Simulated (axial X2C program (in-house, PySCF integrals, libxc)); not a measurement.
# Testing model relations on CuF

A bond curve at the PBE0 level, two-component, was computed with an in-house all-electron X2C program for linear molecules (integrals from PySCF) (basis Cu dyall-v3z [9s9p6d3f2g], F dyall-v3z [6s5p2d1f] (cores contracted in-house)) for the state Ω = 0 (closed shell). Its fit gives Re = 1.7417 Å, ωe = 624.3 cm⁻¹, ωexe = 3.69 cm⁻¹ and αe = 3.258e-03 cm⁻¹; the masses are 62.9296 and 18.9984 u. Two-component means X2C with spin–orbit coupling and atomic mean-field Coulomb and Gaunt terms.

Q: Find the reduced mass, Be and the force constant.

A: From the PBE0 values: μ = 14.5928 u. Be = 16.8576/(μ Re²) = 0.3808 cm⁻¹. k = 5.8918×10⁻⁷ μ ωe² = 3.35 mdyn/Å.

Q: Estimate De from a Morse curve and compare with the computed well depth of 4.028 eV to Cu + F.

A: De(Morse) = ωe²/(4ωexe) = 3.274 eV against 4.028 eV computed, a ratio of 0.81. The extrapolation falls short: long-range attraction (ionic or ion–induced dipole) or a change of character along the curve can cause this.

Q: The dipole moment p changes by 4.43 D/Å at Re. What harmonic infrared intensity follows?

A: I = 42.256 × (dp/dR)²/μ = 57 km/mol.

Q: A Morse curve ties αe to the other constants (Pekeris). How well does that hold?

A: αe(Morse) = 6Be²/ωe × (√(ωexe/Be) − 1) = 2.945e-03 cm⁻¹; the PBE0 curve gives 3.258e-03 cm⁻¹, a ratio of 0.90.

Q: Where do the fundamental and the first overtone lie?

A: ν(1←0) = ωe − 2ωexe = 616.9 cm⁻¹; ν(2←0) = 2ωe − 6ωexe = 1226.5 cm⁻¹.

The state is a single determinant with fixed occupations, the lowest that a limited PBE0 search found. Dissociation energies refer to the lowest single-determinant-based atoms at the same level and basis. The 2c atoms are single determinants rather than J levels; their spin–orbit lowering is only partly caught, and De is too large by that part. This holds for PBE0. The functionals have no current-density term, which raises determinants with orbital currents, atoms included.
